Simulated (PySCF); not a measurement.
## Stationary points of H2TiS

Level of theory: PBE0 in PySCF with Ti def2-TZVP, S def2-TZVP, H def2-TZVP; no relativity; density-fitted integrals.

Relaxations began from a few typed shapes. The search is not exhaustive: other isomers or separated fragments can lie lower, and high-lying points may rest on an excited occupation.

Order these stationary points by electronic energy, lowest first, in kJ/mol from the lowest minimum.
A. singlet C2v: Ti–H 1.725 Å (×2), Ti–S 2.044 Å; H–Ti–H 128.8°, H–Ti–S 115.6° (×2)
B. singlet Cs: Ti–H 1.702 Å (×2), Ti–S 2.035 Å; H–Ti–H 112.5°, H–Ti–S 103.8° (×2)

B (0.0), A (16.7).

Which of them are minima?

By energy in kJ/mol, 0.0: minimum; 16.7: saddle point, 1 imaginary mode.

For the lowest minimum: stability towards spin polarisation was not tested.
